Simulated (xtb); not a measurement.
Input file for xtb: GFN2-xTB on H3InO (SMILES [OH][InH2]), a point of a torsion scan.

```
$ xtb mol.xyz --gfn 2 --sp --chrg 0 --uhf 0
5

O      1.30241909    -0.38803289    -0.29141085
In    -0.60934641    -0.18322400    -0.17239601
H      1.93767449     0.09284664     0.23589678
H     -1.36243417     0.25810377     1.29147885
H     -1.40741765    -0.62042975    -1.59218519
```

The head of its log:

```
[...]
           -------------------------------------------------
          |                Calculation Setup                |
           -------------------------------------------------



           -------------------------------------------------
          |                 G F N 2 - x T B                 |
           -------------------------------------------------

        Reference                      10.1021/acs.jctc.8b01176
      * Hamiltonian:
        H0-scaling (s, p, d)           1.850000    2.230000    2.230000
        zeta-weighting                 0.500000
      * Dispersion:
        s8                             2.700000
        a1                             0.520000
        a2                             5.000000
        s9                             5.000000
      * Repulsion:
        kExp                           1.500000    1.000000
        rExp                           1.000000
      * Coulomb:
        alpha                          2.000000
        third order                    shell-resolved
        anisotropic                    true
        a3                             3.000000
        a5                             4.000000
        cn-shift                       1.200000
        cn-exp                         4.000000
        max-rad                        5.000000


          ...................................................
          :                      SETUP                      :
          :.................................................:
          :  # basis functions                  17          :
          :  # atomic orbitals                  16          :
          :  # shells                            8          :
          :  # electrons                        12          :
          :  max. iterations                   250          :
          :  Hamiltonian                  GFN2-xTB          :
          :  restarted?                      false          :
          :  GBSA solvation                  false          :
          :  PC potential                    false          :
          :  electronic temp.          300.0000000     K    :
          :  accuracy                    1.0000000          :
          :  -> integral cutoff          0.2500000E+02      :
          :  -> integral neglect         0.1000000E-07      :
          :  -> SCF convergence          0.1000000E-05 Eh   :
          :  -> wf. convergence          0.1000000E-03 e    :
          :  Broyden damping             0.4000000          :
          :  net charge                          0          :
          :  unpaired electrons                  0          :
          ...................................................

 iter      E             dE          RMSdq      gap      omega  full diag
   1     -6.8124988 -0.681250E+01  0.233E+01    4.46       0.0  T
   2     -6.8161408 -0.364200E-02  0.137E+01    4.55       1.0  T
```

Question: Give the final energy of this run.

Answer: -6.7879 hartree.
